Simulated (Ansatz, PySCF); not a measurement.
Bond stretch in SH (cation, charge +1), lowest triplet found (which spin is the ground state isn't settled by this scan).

Computed with: UCCSDT = CCSDT on UHF/cc-pVTZ, frozen core (Ansatz, an electronic-structure program); UCCSD = Ansatz with CCSD on UHF/cc-pVTZ, frozen core; UHF/3-21G = unrestricted Hartree-Fock/3-21G run with PySCF; ROCCSD(T) = CCSD(T) on ROHF/cc-pVTZ, frozen core (Ansatz); UCCSDT(Q) = Ansatz with CCSDT(Q) on UHF/cc-pVTZ, frozen core.

Energies are in kJ/mol, each relative to the lowest point of its own curve between 1.13 and 1.71 Å, where full CI is lowest.

```json
[
 {"R / Å": "0.98", "UCCSDT": "364.3", "UCCSD": "362.4", "UHF/3-21G": "374.4", "ROCCSD(T)": "364.0", "UCCSDT(Q)": "364.4"},
 {"R / Å": "1.06", "UCCSDT": "193.4", "UCCSD": "191.7", "UHF/3-21G": "196.7", "ROCCSD(T)": "193.1", "UCCSDT(Q)": "193.4"},
 {"R / Å": "1.13", "UCCSDT": "100.1", "UCCSD": "98.7", "UHF/3-21G": "100.8", "ROCCSD(T)": "99.8", "UCCSDT(Q)": "100.1"},
 {"R / Å": "1.18", "UCCSDT": "56.6", "UCCSD": "55.4", "UHF/3-21G": "56.7", "ROCCSD(T)": "56.4", "UCCSDT(Q)": "56.6"},
 {"R / Å": "1.25", "UCCSDT": "19.5", "UCCSD": "18.7", "UHF/3-21G": "19.5", "ROCCSD(T)": "19.4", "UCCSDT(Q)": "19.5"},
 {"R / Å": "1.29", "UCCSDT": "7.9", "UCCSD": "7.3", "UHF/3-21G": "8.0", "ROCCSD(T)": "7.8", "UCCSDT(Q)": "7.9"},
 {"R / Å": "1.33", "UCCSDT": "1.7", "UCCSD": "1.4", "UHF/3-21G": "1.9", "ROCCSD(T)": "1.6", "UCCSDT(Q)": "1.7"},
 {"R / Å": "1.38", "UCCSDT": "0.0", "UCCSD": "0.0", "UHF/3-21G": "0.0", "ROCCSD(T)": "0.0", "UCCSDT(Q)": "0.0"},
 {"R / Å": "1.42", "UCCSDT": "2.5", "UCCSD": "2.8", "UHF/3-21G": "2.1", "ROCCSD(T)": "2.6", "UCCSDT(Q)": "2.5"},
 {"R / Å": "1.47", "UCCSDT": "9.5", "UCCSD": "10.1", "UHF/3-21G": "8.0", "ROCCSD(T)": "9.6", "UCCSDT(Q)": "9.4"},
 {"R / Å": "1.54", "UCCSDT": "24.3", "UCCSD": "25.6", "UHF/3-21G": "20.5", "ROCCSD(T)": "24.6", "UCCSDT(Q)": "24.3"},
 {"R / Å": "1.62", "UCCSDT": "46.2", "UCCSD": "48.1", "UHF/3-21G": "38.1", "ROCCSD(T)": "46.6", "UCCSDT(Q)": "46.1"},
 {"R / Å": "1.71", "UCCSDT": "74.1", "UCCSD": "77.0", "UHF/3-21G": "58.5", "ROCCSD(T)": "74.8", "UCCSDT(Q)": "74.0"},
 {"R / Å": "1.83", "UCCSDT": "113.3", "UCCSD": "117.7", "UHF/3-21G": "82.2", "ROCCSD(T)": "114.3", "UCCSDT(Q)": "113.1"},
 {"R / Å": "1.99", "UCCSDT": "163.6", "UCCSD": "170.8", "UHF/3-21G": "104.7", "ROCCSD(T)": "165.2", "UCCSDT(Q)": "163.3"},
 {"R / Å": "2.16", "UCCSDT": "210.7", "UCCSD": "220.3", "UHF/3-21G": "120.6", "ROCCSD(T)": "213.0", "UCCSDT(Q)": "210.1"},
 {"R / Å": "2.41", "UCCSDT": "264.2", "UCCSD": "274.1", "UHF/3-21G": "136.1", "ROCCSD(T)": "267.4", "UCCSDT(Q)": "263.4"},
 {"R / Å": "2.67", "UCCSDT": "300.4", "UCCSD": "306.5", "UHF/3-21G": "146.7", "ROCCSD(T)": "—", "UCCSDT(Q)": "299.5"},
 {"R / Å": "2.98", "UCCSDT": "323.7", "UCCSD": "324.8", "UHF/3-21G": "154.5", "ROCCSD(T)": "—", "UCCSDT(Q)": "323.0"},
 {"R / Å": "3.43", "UCCSDT": "336.7", "UCCSD": "334.5", "UHF/3-21G": "160.2", "ROCCSD(T)": "—", "UCCSDT(Q)": "336.5"},
 {"R / Å": "3.95", "UCCSDT": "340.7", "UCCSD": "337.9", "UHF/3-21G": "162.6", "ROCCSD(T)": "—", "UCCSDT(Q)": "340.7"},
 {"R / Å": "4.58", "UCCSDT": "341.8", "UCCSD": "339.0", "UHF/3-21G": "163.3", "ROCCSD(T)": "—", "UCCSDT(Q)": "341.9"}
]
```

At the longest distance, 4.58 Å, UCCSDT(Q) lies highest above its minimum (341.9 kJ/mol) and UHF/3-21G lowest (163.3 kJ/mol).

Dashes: no converged value, or the column stops at the first point that the program doubted or that broke a chosen test of continuity, which isn't proof of a fault.

The unrestricted determinant behind UCCSDT, UCCSD, UCCSDT(Q) is spin-contaminated at 1.83 to 4.58 Å (<S²> up to 3.0, against 2.00 for a pure triplet). The unrestricted determinant behind UHF/3-21G is spin-contaminated at 1.71 to 4.58 Å (<S²> up to 3.0, against 2.00 for a pure triplet). The T1 diagnostic of CCSD on the restricted reference of ROCCSD(T) exceeds 0.045 at 2.16 to 2.98 Å.
